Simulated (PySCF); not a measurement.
Which determinant of TeH lies lowest?

Unrestricted PBE0; Te cc-pVTZ-PP with ECP28, H cc-pVTZ; scalar-relativistic core potentials (PySCF 2.14). Outer shells of the fragments: Te 4d10 5s2 5p4; H 1s1.

Followed along the bond (rough minima from three points):

```json
{"2Ms+1": "2", "unpaired": "π ↑", "⟨S²⟩ at the start": "0.75", "R at minimum (Å)": "1.66", "Te (eV)": "0.00"}
{"2Ms+1": "4", "unpaired": "σ ↑, π ↑↑", "⟨S²⟩ at the start": "3.75", "R at minimum (Å)": "none in the scan", "Te (eV)": "≤ 3.57"}
```

Solutions found at the starting distance of 1.640 Å, counted from the lowest of them; the search is not exhaustive and high or unbound solutions are not listed, so other states can lie among these:

```csv
2Ms+1,unpaired,term,E (eV),⟨S²⟩,⟨Lz²⟩,μ (D)
2,π ↑,²Π,0.00,0.75,1.01,0.20
2,σ ↑,²Σ⁺,3.68,0.76,0.00,0.97
4,"σ ↑, π ↑↑",⁴Σ⁻,4.11,3.75,0.00,-0.65
2,"σ ↓, π ↑↑",mixed,4.57,1.76,0.00,-0.62
2,"σ ↑, π ↑↓",mixed,4.68,1.76,2.03,-0.62
4,"σ ↑↑, π ↑",⁴Π,6.63,3.75,1.01,0.27
```

A term symbol is given only where ⟨S²⟩ and ⟨Lz²⟩ are close to those of a pure state; real π, δ and φ orbitals otherwise mix terms. A positive dipole means Te(−)H(+).

Spin–orbit coupling is left out. Counting both spins, an empty level lies below a filled one in some of these solutions, because spin and occupation are held.
